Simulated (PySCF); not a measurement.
## Spinor energies of Bi⁴⁸⁺ (bismuth, charge +48)

Start: [Ar] 3d10 4s2 4p5; 4p1/2 filled at m_j = -1/2, +1/2; 4p3/2 filled at m_j = -1/2, +1/2, +3/2. Calculated with PySCF 2.14 in an uncontracted even-tempered set (16 s from 6.8 bohr⁻², ratio 2.8; 14 p from 8.9 bohr⁻², ratio 2.8; 8 d from 16 bohr⁻², ratio 2.8; 4 f from 41 bohr⁻², ratio 3): generalised Hartree-Fock with the X2C-1e Hamiltonian and a Gaussian nucleus; one run each with spin-orbit coupling (SO) switched off, then screened by Boettger's factors.

```json
{"spinor shell": "1s1/2", "electrons": "2", "ε, spin-free (eV)": "-93554.5", "ε, screened SO (eV)": "-93510.4", "weight of nominal j (screened SO)": "1.000", "rms radius, screened SO (bohr)": "0.0178"}
{"spinor shell": "2s1/2", "electrons": "2", "ε, spin-free (eV)": "-19009.1", "ε, screened SO (eV)": "-18993.9", "weight of nominal j (screened SO)": "1.000", "rms radius, screened SO (bohr)": "0.0717"}
{"spinor shell": "2p1/2", "electrons": "2", "ε, spin-free (eV)": "-16644.5", "ε, screened SO (eV)": "-18328.6", "weight of nominal j (screened SO)": "1.000", "rms radius, screened SO (bohr)": "0.0606"}
{"spinor shell": "2p3/2", "electrons": "4", "ε, spin-free (eV)": "-16644.5", "ε, screened SO (eV)": "-15998.4", "weight of nominal j (screened SO)": "1.000", "rms radius, screened SO (bohr)": "0.0690"}
{"spinor shell": "3s1/2", "electrons": "2", "ε, spin-free (eV)": "-6444.0", "ε, screened SO (eV)": "-6438.0", "weight of nominal j (screened SO)": "1.000", "rms radius, screened SO (bohr)": "0.181"}
{"spinor shell": "3p1/2", "electrons": "2", "ε, spin-free (eV)": "-5751.7", "ε, screened SO (eV)": "-6145.8", "weight of nominal j (screened SO)": "1.000", "rms radius, screened SO (bohr)": "0.172"}
{"spinor shell": "3p3/2", "electrons": "4", "ε, spin-free (eV)": "-5751.7", "ε, screened SO (eV)": "-5595.0", "weight of nominal j (screened SO)": "1.000", "rms radius, screened SO (bohr)": "0.188"}
{"spinor shell": "3d3/2", "electrons": "4", "ε, spin-free (eV)": "-5066.4", "ε, screened SO (eV)": "-5132.9", "weight of nominal j (screened SO)": "1.000", "rms radius, screened SO (bohr)": "0.164"}
{"spinor shell": "3d5/2", "electrons": "6", "ε, spin-free (eV)": "-5066.4", "ε, screened SO (eV)": "-5016.2", "weight of nominal j (screened SO)": "1.000", "rms radius, screened SO (bohr)": "0.168"}
{"spinor shell": "4s1/2", "electrons": "2", "ε, spin-free (eV)": "-2998.8", "ε, screened SO (eV)": "-2996.6", "weight of nominal j (screened SO)": "1.000", "rms radius, screened SO (bohr)": "0.380"}
{"spinor shell": "4p1/2", "electrons": "2", "ε, spin-free (eV)": "-2748.5", "ε, screened SO (eV)": "-2873.5", "weight of nominal j (screened SO)": "1.000", "rms radius, screened SO (bohr)": "0.371"}
{"spinor shell": "4p3/2", "electrons": "3", "ε, spin-free (eV)": "-2748.5", "ε, screened SO (eV)": "-2698.3", "weight of nominal j (screened SO)": "1.000", "rms radius, screened SO (bohr)": "0.394"}
```

| quantity | spin-free | screened SO |
| --- | --- | --- |
| E (hartree) | -19870.50711 | -19913.83910 |
| M_J | 3/2 | 3/2 |
| ⟨J²⟩ | 3.751 | 3.751 |
| ⟨L²⟩ | 2.000 | 2.116 |
| ⟨S²⟩ | 0.750 | 0.866 |

Each row is a mean over spinors that exchange with the open shell spreads, by up to 14.620 eV (4s1/2).

Breit and QED terms are absent; they matter most for the inner s and p1/2 levels.

Densities and radii are taken from the X2C orbitals without a picture-change correction, which distorts them close to the nucleus.

Without spin-orbit coupling the j labels of p, d and f shells carry no meaning; the spin-free column gives the mean over the occupied spinors of each nl shell.
